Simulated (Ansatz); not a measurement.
**Interaction energy ladder**

The pair of HF (SMILES F, atoms 1–2) and GeH4 (SMILES [GeH4], atoms 3–7), both closed shells, in one local arrangement (a lower one may exist), relaxed at PBE0-D4/def2-TZVP:

F1  (0.084, 0.761, -2.534)
H2  (0.112, 0.987, -1.637)
Ge3  (-0.042, -0.373, 0.840)
H4  (1.118, -1.271, 0.405)
H5  (-0.005, -0.134, 2.353)
H6  (-1.385, -0.975, 0.418)
H7  (0.117, 1.005, 0.155)
(Å)

Computed with Ansatz 0.2.0 (basis: def2-TZVPPD, with def2-QZVPPD for the basis limit); correlated methods freeze the cores. Filled d shells of the heavier atoms are correlated. The def2 sets are not built for correlating such inner shells, so the correlated values are less sure here. B3LYP uses VWN-RPA correlation. Extrapolation: Hartree–Fock as exp(−7.88 √X), correlation as X^−2.97. Interaction energies count from these two fragments, frozen as in the pair, with the counterpoise correction; negative means bound.

Problem. What is the interaction energy by CCSD(T) at an estimated basis limit (MP2 extrapolated from triple and quadruple zeta, plus CCSD(T) − MP2 in triple zeta)? (To be estimated.)

Solution. By the calculation: -5.6 kJ/mol. Hartree–Fock alone gives 0.9 kJ/mol at the basis limit, so without correlation the pair would not bind at this distance. It counts from the two fragments frozen as in the pair.

The same quantity by other methods in triple zeta, and each one's difference from that estimate:
```csv
method,E_int (kJ/mol),difference
PBE-D4,-8.9,-3.4
revPBE-D4,-5.9,-0.3
BLYP-D4,-6.8,-1.3
r2SCAN-D4,-7.4,-1.9
B97M-V,-7.1,-1.5
PBE0-D4,-7.5,-1.9
B3LYP-D4,-6.9,-1.3
HSE06-D4,-7.5,-2.0
wB97X-V,-6.3,-0.7
wB97M-V,-6.2,-0.6
B2PLYP,-4.6,1.0
HF,1.0,6.6
MP2,-4.4,1.1
CCSD,-3.6,1.9
CCSD(T),-4.6,0.9
```
Differences are method less estimate.

Problem. Which atoms make the shortest contact between the fragments?

Solution. H2 and H7, 1.79 Å apart.

Basis-set superposition shift (counterpoise-corrected less uncorrected): CCSD(T) 2.3; MP2 2.4; HF 0.3; PBE0-D4 0.3; wB97M-V 0.3 kJ/mol.

The T1 diagnostic stays at or below 0.012.

For scale, one of the runs: CCSD(T)/def2-TZVPPD, 179 basis functions, launched by `ansatz run in.yaml --threads 2 --pin off --events-out ev --progress --plain --max-ram 5222MiB`. Hardware: 2 CPU threads of an Arm Neoverse V2, shared host. Wall time 42 s; peak host memory 1.7 GiB.
